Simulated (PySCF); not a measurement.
WH₄, SMILES [WH4] (connectivity only; charge and spin as stated), neutral, multiplicity 3.

Coordinates come from a PBE0-D3(BJ)/def2-TZVPD optimisation. The multiplicity is an assumed one; other spin states were not compared. The def2 effective core potentials stand for the cores of W; spin–orbit coupling is left out.

The numbers are results of PySCF with TDA-LC-ωPBE/def2-TZVPD, not measurements.

Vertical excitations; the highest root listed may be one member of a degenerate set. Isolated molecule, no solvent.

| state | energy (eV) | λ (nm) | f | main pairs |
|---|---|---|---|---|
| root 1 | 2.23 | 556 | 0.000 | α HOMO−1→LUMO+1, α HOMO→LUMO+1 (degenerate set) |
| root 2 | 2.23 | 556 | 0.000 | α HOMO−1→LUMO (degenerate set) |
| root 3 | 2.23 | 556 | 0.000 | α HOMO→LUMO+2 (degenerate set) |
| root 4 | 2.42 | 512 | 0.014 | α HOMO→LUMO, α HOMO−1→LUMO+1, α HOMO→LUMO+1 (degenerate set) |
| root 5 | 2.42 | 512 | 0.014 | α HOMO→LUMO+1, α HOMO−1→LUMO+1, α HOMO→LUMO, α HOMO−1→LUMO+2 (degenerate set) |
| root 6 | 2.42 | 512 | 0.014 | α HOMO−1→LUMO+2, α HOMO→LUMO (degenerate set) |
| root 7 | 4.96 | 250 | 0.000 | β HOMO−2→LUMO+4, β HOMO→LUMO+4 (degenerate set) |
| root 8 | 4.96 | 250 | 0.000 | β HOMO→LUMO+3, β HOMO−2→LUMO+3, β HOMO−1→LUMO+3, β HOMO→LUMO+4 (degenerate set) |
| root 9 | 4.96 | 250 | 0.000 | β HOMO−1→LUMO+3, β HOMO−1→LUMO+4, β HOMO−2→LUMO+3, β HOMO→LUMO+3 (degenerate set) |
| root 10 | 5.16 | 240 | 0.005 | β HOMO→LUMO+3 34 %, β HOMO−2→LUMO+3 17 %, β HOMO−1→LUMO+3 11 %, β HOMO−1→LUMO+4 9 % |
Unrestricted roots are not spin-pure.
